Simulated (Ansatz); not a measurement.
Input file for Ansatz (a quantum-chemistry and plane-wave program): R-CAM-B3LYP/def2-TZVPP on C4H4BrF (SMILES FC=C=CCBr).

Ansatz 0.2 input:
```yaml
crystal:
  periodic: [false, false, false]
  atoms:
    - {symbol: F, position_ang: [2.83891975, 0.38165018, 0.94695538]}
    - {symbol: C, position_ang: [2.07120246, -0.19221759, -0.00940322]}
    - {symbol: C, position_ang: [0.79697680, -0.38204032, 0.14448821]}
    - {symbol: C, position_ang: [-0.47937984, -0.59750818, 0.26219636]}
    - {symbol: C, position_ang: [-1.59446428, 0.32686495, -0.11808570]}
    - {symbol: Br, position_ang: [-1.01346157, 2.00157427, -0.94321843]}
    - {symbol: H, position_ang: [2.63755805, -0.45714432, -0.89208900]}
    - {symbol: H, position_ang: [-0.82142238, -1.54109958, 0.68769765]}
    - {symbol: H, position_ang: [-2.25981596, -0.14844695, -0.83663365]}
    - {symbol: H, position_ang: [-2.17611302, 0.60836753, 0.75809238]}
basis:
  gaussian:
    orbitals: def2-TZVPP
hamiltonian:
  xc: {name: CAM-B3LYP}
scf: {lower_state_search: off}
```

The log:

```
WARN ansatz: RAYON_NUM_THREADS=4 ignored (pool sized by the plan → 4); use --threads N
Functional definition: CAM-B3LYP
these checks for a lower state are left out or cut short: stability, starts, cluster_reference, orbital_swaps, neighbouring_geometries, increment
integrals: 0.26 GiB planned
1525 factors; their error is unknown
integrals: 0.30 GiB planned
327 factors; integrals over basis functions are off by at most 1.3e-5 eV
mean field: 2.28 GiB planned
mean field evaluation 1: about -76972.8144 eV, gradient 4.5e1 eV
mean field evaluation 2: about -76973.3864 eV, gradient 4.1e1 eV
mean field evaluation 4: about -76977.1474 eV, gradient 2.5e0 eV
mean field evaluation 8: about -76977.1610 eV, gradient 5.8e-2 eV
mean field evaluation 16: about -76977.4856 eV, gradient 1.8e-4 eV
mean field -76977.48561784 eV, -2828.8704192417 hartree, gradient 5.2e-6 eV, S^2 0.000000; 0 other end points of the search recorded, 0 dependent functions left out
reference -76977.48574676 eV, -2828.8704239796 hartree; 36, 36 occupied and 223, 223 virtual orbitals, 1525 factors
Total energy: -76977.48574676 eV, -2828.8704239796 hartree
Checks for a lower state left out: stability, starts, cluster_reference, orbital_swaps, neighbouring_geometries, increment
```

The calculation finished and met its thresholds.

Cost: very roughly 11 core-seconds.
